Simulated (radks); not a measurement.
Ne4+, 6 electrons, occupied as [He] 2s2 2p1 3p1 (not the ground configuration).

Method: non-relativistic Kohn-Sham, LDA (Slater exchange, Perdew-Zunger correlation), spin-polarised, spherical densities, point nucleus; open shells are filled with parallel spins first; computed with a radial shooting solver on a logarithmic mesh with Libxc functionals.

Energy parts (eV):
| part | energy |
|---|---|
| total | -3184.614 |
| kinetic | 3176.777 |
| electron-nucleus | -6993.862 |
| Hartree | 856.166 |
| exchange-correlation | -223.695 |

Orbitals (lengths in bohr, moments of r in powers of bohr; <r^-3> diverges for s and p1/2; r(max) is where P^2 peaks; r(90%) holds 90 % of the orbital's charge):
orbital,occ.,eigenvalue (eV),r(90%),<r^4>,<r^-3>,r(max)
1s up,1,-971.9742,0.283,0.002960,-,0.1033
1s down,1,-969.8564,0.283,0.002932,-,0.1032
2s up,1,-146.4767,1.15,0.7284,-,0.6183
2s down,1,-142.4609,1.16,0.7478,-,0.6224
2p up,1,-127.0388,1.10,0.6112,20.54,0.5162
2p down,0,-122.4467,1.11,0.6394,20.13,0.5217
3p up,1,-42.5941,2.96,32.27,3.925,1.846
3p down,0,-39.5922,3.05,35.94,3.850,1.865

The highest occupied level is 3p up at -42.594 eV. The configuration is held as typed, so some empty levels lie below it. Summed over all electrons, <r^2> = 6.536 bohr^2, which gives a Langevin (diamagnetic) susceptibility term of -5.18 x 10^-6 cm^3/mol. Virial ratio -V/T = 2.00247. The electron density at the nucleus is 632.6 e/bohr^3.
